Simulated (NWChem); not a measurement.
All runs are NWChem calculations. System: CH3ISi, charge 1, spin multiplicity 2, at the geometry of a parent with another charge or spin, in a state set for the comparison that need not be this species' ground state. Its SCF solution wasn't tested for a lower state. Level: UMP2/def2-SVP with def2 effective core potentials on I, 10 core orbitals frozen.

Input file:

```
start mol
memory heap 200 mb stack 900 mb global 1100 mb
charge 1
geometry units angstroms nocenter noautoz
  Si    -1.294386     1.157534     0.000000
  I      0.335018    -0.766456     0.000000
  C     -0.046984     2.613369     0.000000
  H     -0.587861     3.583375     0.000000
  H      0.617613     2.576552    -0.891056
  H      0.617613     2.576552     0.891056
  symmetry group Cs
end
basis spherical
  * library def2-svp
end
ecp
  I library def2-ecp
end
scf
  uhf
  nopen 1
  maxiter 100
  thresh 1e-7
  semidirect memsize 60000000 filesize 0
  # guess.movecs holds the orbitals of an unrestricted PBE0 run
  vectors input guess.movecs output mol.movecs
end
mp2
  freeze core 10
end
task mp2 energy
```

NWChem printed:

```
             Northwest Computational Chemistry Package (NWChem) 7.3.0
             --------------------------------------------------------

                                NWChem Input Module
                                -------------------

 Scaling coordinates for geometry "geometry" by  1.889725989
 (inverse scale =  0.529177249)

 Turning off AUTOSYM since
 SYMMETRY directive was detected!

                             Geometry "geometry" -> ""
                             -------------------------

 Output coordinates in angstroms (scale by  1.889725989 to convert to a.u.)

  No.       Tag          Charge          X              Y              Z
 ---- ---------------- ---------- -------------- -------------- --------------
    1 Si                  14.0000    -1.29438600     1.15753400     0.00000000
    2 I                   53.0000     0.33501800    -0.76645600     0.00000000
    3 C                    6.0000    -0.04698400     2.61336900     0.00000000
    4 H                    1.0000    -0.58786100     3.58337500     0.00000000
    5 H                    1.0000     0.61761300     2.57655200    -0.89105600
    6 H                    1.0000     0.61761300     2.57655200     0.89105600

 Effective nuclear repulsion energy (a.u.)     269.0743057729

            Nuclear Dipole moment (a.u.)
            ----------------------------
        X                 Y               Z
 ---------------- ---------------- ----------------
     0.0000207870     0.0000018897     0.0000000000

      Symmetry information
      --------------------

 Group name             Cs
 Group number              2
 Group order               2
 No. of unique centers     5

      Symmetry unique atoms

     1    2    3    4    5


 Summary of "ao basis" -> "" (spherical)
 ------------------------------------------------------------------------------
       Tag                 Description            Shells   Functions and Types
 ---------------- ------------------------------  ------  ---------------------
 *                          def2-svp                  on all atoms

 Summary of "ao basis" -> "ao basis" (spherical)
 ------------------------------------------------------------------------------
       Tag                 Description            Shells   Functions and Types
 ---------------- ------------------------------  ------  ---------------------
 Si                         def2-svp                 8       18   4s3p1d
 I                          def2-svp                10       26   4s4p2d
 C                          def2-svp                 6       14   3s2p1d
 H                          def2-svp                 3        5   2s1p

                                 NWChem SCF Module
                                 -----------------

  ao basis        = "ao basis"
  functions       =    73
  atoms           =     6
  alpha electrons =    24
  beta  electrons =    23
  charge          =   1.00
  wavefunction    = UHF
  use symmetry    = T
  symmetry adapt  = T

 Summary of "ao basis" -> "ao basis" (spherical)
 ------------------------------------------------------------------------------
       Tag                 Description            Shells   Functions and Types
 ---------------- ------------------------------  ------  ---------------------
 Si                         def2-svp                 8       18   4s3p1d
 I                          def2-svp                10       26   4s4p2d
 C                          def2-svp                 6       14   3s2p1d
[...]
    5 H    1     0.42   0.35  0.05  0.01
    6 H    1     0.42   0.35  0.05  0.01

   Mulliken analysis of the beta density
   -------------------------------------

    Atom       Charge   Shell Charges
 -----------   ------   -------------------------------------------------------
    1 Si  14     6.29   1.00  1.00  0.56  0.11  2.97  0.34  0.26  0.07
    2 I   25    12.31   0.91  0.11  0.63  0.33  1.47  1.55  1.17  1.11  4.92  0.11
    3 C    6     3.13   0.99  0.42  0.19  0.95  0.57  0.01
    4 H    1     0.43   0.36  0.06  0.01
    5 H    1     0.41   0.35  0.05  0.01
    6 H    1     0.41   0.35  0.05  0.01

   Mulliken analysis of the spin density
   -------------------------------------

    Atom       Charge   Shell Charges
 -----------   ------   -------------------------------------------------------
    1 Si  14     0.55   0.00  0.00  0.14  0.02  0.00  0.21  0.17  0.01
    2 I   25     0.29   0.00 -0.00 -0.00 -0.00 -0.01  0.02  0.19  0.10 -0.00 -0.00
    3 C    6     0.17   0.00  0.02 -0.00  0.11  0.03  0.00
    4 H    1    -0.01  -0.01 -0.00  0.00
    5 H    1     0.00   0.00  0.00  0.00
    6 H    1     0.00   0.00  0.00  0.00

       Multipole analysis of the density wrt the origin
       ------------------------------------------------

     L   x y z        total         alpha         beta         nuclear
     -   - - -        -----         -----         ----         -------
     0   0 0 0      1.000000    -24.000000    -23.000000     48.000000

     1   1 0 0     -1.454305      9.222671      7.049585    -17.726561
     1   0 1 0      2.302843    -19.920570    -18.331560     40.554973
     1   0 0 1      0.000000      0.000000      0.000000      0.000000

     2   2 0 0    -25.912558    -67.930955    -55.770683     97.789080
     2   1 1 0     -5.660982     48.441046     42.517319    -96.619347
     2   1 0 1      0.000000     -0.000000      0.000000      0.000000
     2   0 2 0    -21.634175   -194.215270   -186.456431    359.037525
     2   0 1 1     -0.000000     -0.000000     -0.000000      0.000000
     2   0 0 2    -31.117907    -18.971977    -17.816644      5.670713

                   NWChem MP2 Semi-direct Energy/Gradient Module
                   ---------------------------------------------

  Basis functions       =     73
  Molecular orbitals    =     73
  Frozen core           =     10
  Frozen virtuals       =      0
  Active alpha occupied =     14
  Active beta occupied  =     13
  Active alpha virtual  =     49
  Active beta virtual   =     50
  Use MO symmetry       = T
  Use skeleton AO sym   = T

  AO/Fock/Back tols     =   1.0D-09  1.0D-09  1.0D-09

 GA uses MA = F    GA memory limited = T

 Available:
  local mem=  1.26D+08
 global mem=  1.44D+08
 local disk=  0.00D+00
  mp2_memr nvloc                    49
  nvloc new                    49
   1 passes of  14:        3145728                      28364                   6120078.
   1 passes of  14: M    126146478           G      144168542           F     123000750.

 Semi-direct pass number   1 of   1  for UHF alpha       at        1.3s
  vrange nnbf                  2620
  mp2_eaftype                    23  avail_ma_in_mb                  1099
 EAF : mp2_eaftype filesize          23    3060039.
  mp2_eaf for mointskh                     23
Node 0 wrote     14.4 Mb in      0.0 s     Agg I/O rate:  2108.5 Mb/s
 Done moints_semi at        2.5s
  mp2_eaftype                    23  avail_ma_in_mb                  1076
 EAF : mp2_eaftype filesize          23    3060039.
  mp2_eaf for kh                    23
 Done maket at        2.6s
 Done multipass loop at        2.6s

 GA uses MA = F    GA memory limited = T

 Available:
  local mem=  1.26D+08
 global mem=  1.44D+08
 local disk=  0.00D+00
  mp2_memr nvloc                    50
  nvloc new                    50
   1 passes of  13:        3145728                      27446                   5799390.
   1 passes of  13: M    126146478           G      144168542           F     123000750.

 Semi-direct pass number   1 of   1  for UHF beta        at        2.6s
  vrange nnbf                  2620
  mp2_eaftype                    22  avail_ma_in_mb                  1099
 EAF : mp2_eaftype filesize          22    2899695.
  mp2_eaf for mointskh                     22
Node 0 wrote     13.6 Mb in      0.0 s     Agg I/O rate:  1396.9 Mb/s
 Done moints_semi at        3.8s
  mp2_eaftype                    22  avail_ma_in_mb                  1077
 EAF : mp2_eaftype filesize          22    2899695.
  mp2_eaf for kh                    22
 Done maket at        3.8s
 Done multipass loop at        3.8s

          -------------------------------------------
          SCF energy                -624.784696949462
          Correlation energy          -0.323686749050
          Singlet pairs                0.000000000000
          Triplet pairs                0.000000000000
          Total MP2 energy          -625.108383698512
          -------------------------------------------

          ---------------------------------------------------
                    Spin Component Scaled (SCS) MP2
          Same spin pairs                     -0.081220247515
          Same spin scaling factor             0.333333333333
          Opposite spin pairs                 -0.242466501534
          Opposite spin scaling fact.          1.200000000000
          SCS-MP2 correlation energy          -0.318033217680
          Total SCS-MP2 energy              -625.102730167142
          ---------------------------------------------------

 -----------------------
 Performance information
 -----------------------

 Timer overhead =  9.68D-08 seconds/call

               Nr. of calls         CPU time (s)                 Wall time (s)                GFlops
             ---------------    -------------------     ------------------------------   -------------------
Name         Min   Avg   Max    Min     Avg     Max     Min     Avg     Max   Mx/calls   Min     Max     Sum
mp2: moin     2     2     2    2.4     2.4     2.4      2.4     2.4     2.4     1.2      0.0     0.0     0.0
mp2: make     2     2     2   9.94E-2 9.94E-2 9.94E-2  9.94E-2 9.94E-2 9.94E-2 4.97E-2   0.0     0.0     0.0
mp2: tota     1     1     1    2.5     2.5     2.5      2.5     2.5     2.5     2.5      0.0     0.0     0.0

 The average no. of pstat calls per process was 5.00D+00
 with a timing overhead of 4.84D-07s

 Task  times  cpu:        3.8s     wall:        3.8s

 Total times  cpu:        3.8s     wall:        3.8s
```
